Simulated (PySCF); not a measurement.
B(F)(OH)(OSiH3) (BFH4O2Si), SMILES OB(F)O[SiH3]. Heavy atoms are numbered as in [B:1]([F:2])([OH:3])[O:5][SiH3:6]. Hydrogens are named by the atom that carries them.

Geometry: B3LYP-D3(BJ)/def2-SVP. This is a generated structure with no PubChem entry under its InChIKey; it may be hypothetical. One conformer was computed; it need not be the lowest.

All values below come from PBE0/pcSseg-1 run with PySCF.

GIAO shieldings, no solvent; atoms alike by connectivity are averaged. δ = σ(ref) − σ: ¹¹B against BF3 (σ = 88.8 ppm); ¹⁹F against CFCl3 (σ = 167.2 ppm); ¹⁷O against H2O (σ = 334.2 ppm); ¹H against TMS (σ = 31.56 ppm); ²⁹Si against TMS (σ = 352.7 ppm), references at their B3LYP-D3(BJ)/def2-TZVP geometries, non-relativistic.

| nucleus | atoms | count | δ (ppm) |
|---|---|---|---|
| ¹¹B | B1 | 1 | 4.0 |
| ¹⁹F | F2 | 1 | -135.0 |
| ¹⁷O | O3 (OH) | 1 | 89.9 |
| ¹⁷O | O5 | 1 | 61.7 |
| ¹H | H on Si6 | 3 | 5.23 |
| ¹H | H on O3 | 1 | 3.68 |
| ²⁹Si | Si6 (SiH3) | 1 | -31.0 |
